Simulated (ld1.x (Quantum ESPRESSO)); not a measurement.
**Reading a pseudo-wave (aluminium)**

Columns: radius, all-electron u(r) and pseudo u(r) of the 3s shell (level -14.92 eV) of aluminium in the configuration [Ne] 3s2 3p0; LDA (PZ), scalar-relativistic, ultrasoft scheme, ld1.x (Quantum ESPRESSO) 7.5.

```json
{"r (bohr)": "0.093", "all-electron": "0.1424", "pseudo": "0.0104"}
{"r (bohr)": "0.185", "all-electron": "-0.0537", "pseudo": "0.0223"}
{"r (bohr)": "0.278", "all-electron": "-0.2299", "pseudo": "0.0373"}
{"r (bohr)": "0.370", "all-electron": "-0.3142", "pseudo": "0.0565"}
{"r (bohr)": "0.463", "all-electron": "-0.3173", "pseudo": "0.0813"}
{"r (bohr)": "0.555", "all-electron": "-0.2640", "pseudo": "0.1116"}
{"r (bohr)": "0.648", "all-electron": "-0.1758", "pseudo": "0.1485"}
{"r (bohr)": "0.740", "all-electron": "-0.0715", "pseudo": "0.1907"}
{"r (bohr)": "0.833", "all-electron": "0.0396", "pseudo": "0.2386"}
{"r (bohr)": "0.925", "all-electron": "0.1474", "pseudo": "0.2902"}
{"r (bohr)": "1.018", "all-electron": "0.2496", "pseudo": "0.3451"}
{"r (bohr)": "1.110", "all-electron": "0.3412", "pseudo": "0.4006"}
{"r (bohr)": "1.203", "all-electron": "0.4228", "pseudo": "0.4562"}
{"r (bohr)": "1.295", "all-electron": "0.4923", "pseudo": "0.5088"}
{"r (bohr)": "1.388", "all-electron": "0.5513", "pseudo": "0.5579"}
{"r (bohr)": "1.480", "all-electron": "0.5991", "pseudo": "0.6009"}
{"r (bohr)": "1.573", "all-electron": "0.6373", "pseudo": "0.6375"}
{"r (bohr)": "1.665", "all-electron": "0.6660", "pseudo": "0.6660"}
{"r (bohr)": "1.758", "all-electron": "0.6866", "pseudo": "0.6866"}
{"r (bohr)": "1.850", "all-electron": "0.6995", "pseudo": "0.6995"}
{"r (bohr)": "1.943", "all-electron": "0.7059", "pseudo": "0.7059"}
{"r (bohr)": "2.035", "all-electron": "0.7065", "pseudo": "0.7065"}
{"r (bohr)": "2.128", "all-electron": "0.7019", "pseudo": "0.7019"}
{"r (bohr)": "2.220", "all-electron": "0.6931", "pseudo": "0.6931"}
{"r (bohr)": "2.313", "all-electron": "0.6805", "pseudo": "0.6805"}
{"r (bohr)": "2.405", "all-electron": "0.6651", "pseudo": "0.6651"}
```

(1) How many radial nodes do the two functions have?

(2) At about which radius was the pseudo-wave matched?

(3) Is the pseudo-wave norm-conserving?

## Answers

(1) The all-electron 3s function has n − l − 1 = 2; the pseudo-wave has 0, since the states of the same l below it are removed with the core.

(2) 1.65 bohr, where the columns begin to agree (steps of 0.09 bohr).

(3) No, it belongs to an ultrasoft set: the norm inside the radius is not constrained, and the difference is carried by the augmentation charge.
